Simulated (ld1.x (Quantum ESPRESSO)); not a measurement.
## germanium (Ge), RRKJ: configuration errors across variants

| Item | Value |
| --- | --- |
| Element | germanium |
| Generator | ld1.x (Quantum ESPRESSO) 7.5 |
| Type | norm-conserving RRKJ (Kleinman–Bylander form) |
| Functional | PBE |
| Relativity | scalar-relativistic |
| Frozen core | [Ar] |
| Valence charge | 14 |
| Reference configuration | 3d10 4s2 4p1.5 (charge +0.5) |
| Partial waves | 4s (bound): rc 1.80 bohr; 4p (bound): rc 2.10 bohr; 3d (bound): rc 1.30 bohr |
| Local potential | the d channel |
| Core correction | none |
| rho0 | 0.01 |

All-electron excitation energies from the reference (eV): (1) 3d10 4s2 4p2 -2.802; (2) 3d10 4s2 4p1 4.642; (3) 3d10 4s2 4p0 20.081; (4) 3d10 4s1 4p0 54.872; (5) 3d10 4s1 4p2 13.358; (6) 3d10 4s0 4p0 101.215; (7) 3d10 4s1 4p3 5.170.

Tests that are not counted but printed errors over 1 eV. “wave 4p (bound): rc 2.10 bohr becomes 4p (bound): rc 1.94 bohr”: 3d10 4s1 4p2 (solver errors, printed error -11.2 eV).

A true bound ghost makes a file unfit for plane-wave use even where its test errors are small: the radial tests pick states by their node count and pass the ghost by. Where a test does run into it, the solver fails or the error is huge.

Errors AE − PS in meV (a dash: test not solved or not reliable):

```tsv
change	(1)	(2)	(3)	(4)	(5)	(6)	(7)	bound ghosts
base	+0.5	-0.2	+5.0	+57	+0.3	+224	-1.9	s, p
wave 4p (bound): rc 2.10 bohr becomes 4p (bound): rc 1.36 bohr	+0.4	-0.2	+5.8	+50	+1.6	+205	+2.2	s, p
wave 4p (bound): rc 2.10 bohr becomes 4p (bound): rc 1.62 bohr	+0.5	-0.3	+3.2	+46	+3.3	+201	+2.0	s, p
wave 4p (bound): rc 2.10 bohr becomes 4p (bound): rc 1.94 bohr	+0.5	-0.3	+3.7	+53	–	+217	-1.1	s, p
wave 4p (bound): rc 2.10 bohr becomes 4p (bound): rc 2.24 bohr	+0.5	-0.2	+6.4	+59	0.0	+228	-1.7	s, p
wave 4p (bound): rc 2.10 bohr becomes 4p (bound): rc 2.46 bohr	+0.6	-0.1	+7.1	+58	+1.1	+221	+0.2	s, p
wave 4p (bound): rc 2.10 bohr becomes 4p (bound): rc 3.20 bohr	+0.6	-0.4	-2.2	+21	+9.8	+151	+9.4	s, p
```

(1) Give the same row for: wave 4p (bound): rc 2.10 bohr becomes 4p (bound): rc 2.78 bohr.

## Answers

(1) +0.6, -0.2, +4.3, +43, +4.9, +193, +4.8; bound ghosts: s, p.
